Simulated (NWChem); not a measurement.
# AlSiH₅SO₂; SMILES [OH][Al]([OH])[S][SiH3]

```xyz
10

Si    -0.2815    -2.1424    -0.0011
S      1.1922    -0.5639    -0.0017
Al    -0.1488     1.1466    -0.0009
O     -1.7987     0.7666    -0.0004
O      0.3828     2.7543    -0.0007
H     -1.1371    -2.1013    -1.2207
H      0.5099    -3.4072    -0.0016
H     -1.1360    -2.1015     1.2192
H     -2.5365     1.3775     0.0004
H      1.2895     3.0625    -0.0005
```
Atoms are numbered in this order, from 1.

Computed with NWChem. STO-3G and 3-21G are far too small for this property and stand as cheap habits. Coordinates come from a PBE0/def2-SVP optimisation. Field at 589 nm.

Problem. What does the run give for B3LYP/STO-3G? Quantities: isotropic polarisability (bohr³); anisotropy (bohr³).

Solution. 
```
Quantity                          Result
--------------------------------  ------
isotropic polarisability (bohr³)    37.3
anisotropy (bohr³)                  33.9
```
